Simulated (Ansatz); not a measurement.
**Relative stability**

The two ends of one reaction step of SiH$_{4}$O$_{3}$, singlet (PBE0-D4/def2-TZVP).

A:

Si1  (-0.759, -0.052, 0.969)
O2  (0.232, -1.115, -0.968)
H3  (-0.404, -0.806, -1.623)
O4  (0.739, 0.198, 1.634)
O5  (-1.005, 1.224, -0.083)
H6  (0.112, -2.068, -0.904)
H7  (1.404, 0.735, 1.195)
H8  (-0.319, 1.883, -0.220)
(Å)

B:

Si1  (-0.516, -0.619, 0.897)
O2  (0.339, -1.349, -0.369)
H3  (-0.400, 0.683, -1.332)
O4  (0.704, 0.381, 1.441)
O5  (-1.019, 1.009, -0.665)
H6  (-0.065, -2.150, -0.708)
H7  (1.555, 0.264, 1.004)
H8  (-0.600, 1.782, -0.268)
(Å)

Ansatz 0.2.0; basis: def2-TZVPP; cores frozen in the correlated methods. B3LYP uses VWN-RPA correlation.

Problem. Which structure is lower at CCSD(T), and by how much? (To be estimated.)

Solution. By the calculation: B, by 0.107 eV (electronic energy, against the other). By their contacts, A is a complex of SiH₂O₂ ([OH][Si][OH]) + H₂O and B is a complex of SiH₂O₂ ([OH][Si][OH]) + H₂O.

All methods give the same order:

| method | E(B) − E(A) (eV) |
| --- | --- |
| SPW92 | -0.161 |
| PBE-D4 | -0.106 |
| BLYP-D4 | -0.080 |
| r2SCAN-D4 | -0.115 |
| B97M-V | -0.099 |
| PBE0-D4 | -0.107 |
| B3LYP-D4 | -0.084 |
| r2SCAN0-D4 | -0.114 |
| BHLYP-D4 | -0.087 |
| CAM-B3LYP-D4 | -0.098 |
| wB97X-V | -0.106 |
| wB97M-V | -0.113 |
| B2PLYP | -0.092 |
| PBE-QIDH | -0.113 |
| RPA on PBE | -0.110 |
| HF | -0.048 |
| MP2 | -0.107 |
| CCSD | -0.097 |
| CCSD(T) | -0.107 |

T1 diagnostic: at most 0.014.

Labels in which every atom is bracketed show which atoms are joined, not bond orders.

For scale, one of the runs: CCSD(T)/def2-TZVPP, 191 basis functions, launched by `ansatz run in.yaml --threads 2 --pin off --events-out ev --progress --plain --max-ram 4352MiB`. Time: 73 s of wall clock on 2 CPU threads of an Arm Neoverse V1; the host was shared. Peak host memory: 2.2 GiB.
